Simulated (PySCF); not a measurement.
From one molecule to another.

First species: C5H15NOSi2.
SMILES with atom numbers: `[CH3:1][CH2:2][CH2:3][CH2:4][C:5](=[O:6])[Si@H:7]([NH2:8])[SiH3:9]` (hydrogens: H10, H11, H12 on C1; H13, H14 on C2; H15, H16 on C3; H17, H18 on C4; H19 on Si7; H20, H21 on N8; H22, H23, H24 on Si9)

Structure used (GFN2-xTB), in Å, numbered top down from 1:
```
atom  x, y, z in Å
C1     4.1514   -0.2647   -0.2546
C2     2.8180    0.3888    0.0872
C3     1.6395   -0.5168   -0.2574
C4     0.3028    0.1058    0.1328
C5    -0.8907   -0.7435   -0.2291
O6    -0.7947   -1.7595   -0.8826
Si7   -2.6200   -0.1310    0.3479
N8    -3.5690   -1.5464    0.1392
Si9   -3.2705    1.7477   -0.8356
H10    4.2019   -0.4962   -1.3162
H11    4.9787    0.3970   -0.0075
H12    4.2739   -1.1909    0.3026
H13    2.7238    1.3303   -0.4600
H14    2.7934    0.6223    1.1546
H15    1.7466   -1.4731    0.2595
H16    1.6345   -0.7266   -1.3291
H17    0.1673    1.0714   -0.3657
H18    0.2624    0.2967    1.2084
H19   -2.5080    0.1077    1.7999
H20   -3.1804   -2.3011   -0.4041
H21   -4.5721   -1.5303    0.0808
H22   -2.6299    2.9630   -0.3203
H23   -4.7172    1.9734   -0.7466
H24   -2.9535    1.6958   -2.2673
```

Second species: C7H7NOSi.
SMILES: `CC#C/C=C/[Si@@H](C#N)C=O`

Levels: PBE0/pcSseg-1 for HOMO energy, LUMO energy and HOMO–LUMO gap. Geometries: GFN2-xTB. Each species is one conformer at its optimised geometry, gas phase, non-relativistic unless stated. Electronic properties by PySCF.

The conformers computed, where there is a choice (atom-mapped SMILES and torsion angles):
- `[CH3:1][C:2]#[C:3]/[CH:4]=[CH:5]/[Si@@H:6]([C:7]#[N:8])[CH:9]=[O:10]`: C4–C5–Si6–C7 9°, C5–Si6–C9–O10 102°

The conformers of `CCCCC(=O)[Si@H](N)[SiH3]` aren't listed.

Values for the first species:

- HOMO energy: -6.79 eV
- LUMO energy: -1.08 eV
- HOMO–LUMO gap: 5.71 eV

Problem. Estimate the same properties for the second species, and the change in each.

Solution. 
```csv
property,first,second,second less first
HOMO energy,-6.79 eV,-7.18 eV,-0.39 eV
LUMO energy,-1.08 eV,-2.19 eV,-1.11 eV
HOMO–LUMO gap,5.71 eV,4.99 eV,-0.72 eV
```

